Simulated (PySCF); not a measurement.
C2H10ClNSi2, SMILES CN[Si@@H](Cl)C[SiH3]. The structure is a stationary point at PBE-D3(BJ)/def2-SVP. The structure was generated by enumeration; whether it is a known compound was not checked. The values are those of a single conformer.

Computed equilibrium geometry at PBE-D3(BJ)/def2-SVP (PySCF confirms it by a frequency run) as Cartesian coordinates in Å (one conformer of several):
```xyz
16

C      2.1814    -1.4785    -0.9127
N      1.1462    -0.4603    -0.8158
Si    -0.0143    -0.3699     0.4663
Cl     0.8163     0.1726     2.3305
C     -1.3096     0.9024    -0.0042
Si    -1.8571     0.7633    -1.8152
H      2.4716    -1.6536    -1.9705
H      3.1065    -1.2386    -0.3386
H      1.7936    -2.4408    -0.5197
H      1.4060     0.4276    -1.2562
H     -0.5727    -1.7459     0.6661
H     -0.9156     1.9231     0.1887
H     -2.1871     0.7738     0.6645
H     -3.0738     1.6162    -2.0658
H     -2.1981    -0.6607    -2.1587
H     -0.7615     1.2365    -2.7312
```
Charge 0, spin multiplicity 1.
